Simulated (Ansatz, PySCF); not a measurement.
Gas-phase reaction (SMILES): CCOB(F)F [ethoxy(difluoro)borane] + O (H2O) -> OB(F)F [difluoroborinic acid] + CCO [ethanol]; water cleaves one B-O bond, a model of a ligand-exchange step.

Geometries: B3LYP-D3(BJ)/def2-TZVP minima from Ansatz (a first-principles code), one conformer each, not searched for the lowest. Valence correlation only, unless marked. No spin-orbit coupling. Non-relativistic. Basis-set limits of correlation are two-point, X^-3; Hartree-Fock from the larger set. The bracket is a focal-point correction in the basis named. Thermal terms are rigid-rotor harmonic-oscillator values from B3LYP-D3(BJ) frequencies (Ansatz or PySCF) at 298.15 K and 1 atm. 1 Eh = 627.5095 kcal/mol.

```
species   E, RI-MP2/CBS(aug-cc-pVTZ,aug-cc-pVQZ)+[CCSD(T)-MP2]/aug-cc-pVTZ (Ansatz) (Eh)  E, PBE-D3(BJ)/def2-TZVPD (Ansatz + dftd3) (Eh)  H - E (Eh)
--------  ------------------------------------------------------------------------------  ----------------------------------------------  ----------
CCOB(F)F                                                                      -378.84012                                      -378.90305     0.08866
O (H2O)                                                                        -76.37791                                       -76.38147     0.02495
OB(F)F                                                                        -300.33462                                      -300.37080     0.02926
CCO                                                                           -154.88074                                      -154.91177     0.08491
```

Question: Work out ΔE and ΔH at 298.15 K at the first level, then ΔH at the second.

Answer: 
1. ΔE = [(-300.33462) + (-154.88074)] - [(-378.84012) + (-76.37791)] = 0.00267 Eh = 1.7 kcal/mol at RI-MP2/CBS(aug-cc-pVTZ,aug-cc-pVQZ)+[CCSD(T)-MP2]/aug-cc-pVTZ.
2. The terms H - E add up to 0.00056 Eh, so ΔH = (0.00267 + (0.00056))×627.5095 = 2.0 kcal/mol.
3. At PBE-D3(BJ)/def2-TZVPD the same steps give ΔE = 1.2 and ΔH = 1.6 kcal/mol, a shift of -0.4 from the first level.
4. These values are not checked against measurement here, since the tables used lack a sound gas-phase enthalpy of formation for at least one species.
